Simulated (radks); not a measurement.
Q: The mean radii <r> (bohr) of the occupied orbitals of an atom or ion are listed with their occupations. Calculated with a radial shooting solver on a logarithmic mesh with Libxc functionals: scalar-relativistic Kohn-Sham, PBE, spin-polarised, spherical densities, point nucleus.

| orbital | occ. | <r> |
|---|---|---|
| 1s up | 1 | 0.2710 |
| 1s down | 1 | 0.2704 |
| 2s up | 1 | 1.555 |
| 2s down | 1 | 1.607 |
| 2p up | 2 | 1.746 |

Name the element and its charge. Open shells, if any, are filled with parallel spins first.

A: Z = 6, carbon, charge 0: C in [He] 2s2 2p2. The 1s radius gives Z: for a bare nucleus <r> = (2 gamma + 1)/(2Z) with gamma = sqrt(1 - (Z/c)^2), 0.2498 bohr for Z = 6, and screening makes it slightly larger (0.2710 here). The occupations add up to 6, and the charge is Z minus that.
